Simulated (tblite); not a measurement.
**Question.** Give a GFN2-xTB geometry of InChI=1S/C4H8PSi/c1-2-3-4-6-5/h1-2,5-6H2. (Doublet state.)

**Answer.** 
```xyz
14
C4H8PSi angstrom
C     -2.8288   -0.6382   -0.3279
C     -2.2864   -0.3546    1.0177
C     -0.9233    0.1258    0.8149
C      0.1887    0.5184    0.5568
Si     1.9164    1.0755    0.2386
P      3.2571   -0.6493    0.7642
H     -3.2193    0.1643   -0.9232
H     -2.5904   -1.5637   -0.8156
H     -2.8613    0.4220    1.5308
H     -2.2522   -1.2530    1.6411
H      2.2617    2.1877    1.1309
H      2.0267    1.4852   -1.1689
H      2.9372   -1.4073   -0.3477
H      4.3732   -0.1133    0.1462
```

Any rigid rotation of these coordinates is as good. Atoms count from 1 in this order. P6 (phosphorus bonded to Si and 2 H) is pyramidal (angles 95.4°, 94.6° and 92.3°, sum 282.3°, 0.84 Å off the plane of its three neighbours). C1 (carbon bonded to C and 2 H) is almost planar (angles 119.9°, 119.7° and 118.3°, sum 357.8°, 0.10 Å off the plane of its three neighbours). The C–C distances run from 1.207 Å (C3≡C4, drawn triple) to 1.478 Å (C1–C2, drawn single), a spread of 0.271 Å. Si5 (silicon bonded to C, P and 2 H) is distorted tetrahedral (angles from 106.7° to 113.1°).

Bonds between heavy atoms (Å): C1–C2 1.478, C2–C3 1.459, C3≡C4 1.207, C4–Si5 1.843, Si5–P6 2.247.

Computed geometry: GFN2-xTB, gas phase. This method treats the open shell by occupation alone, without spin polarisation.

Point group: C1 (no symmetry element, even within 0.4 Å). Its lowest GFN2-xTB frequency is 9i cm⁻¹, too small to tell a flat minimum from a shallow saddle. Torsions: H–C1–C2–C3 -82° and 81°, C4–Si5–P6–H 74° and 166°. 3 starts were optimised and ended at 0.00, 0.01 and 0.13 kcal/mol (GFN2-xTB); the lowest of these is shown.

One conformer stands for the species.
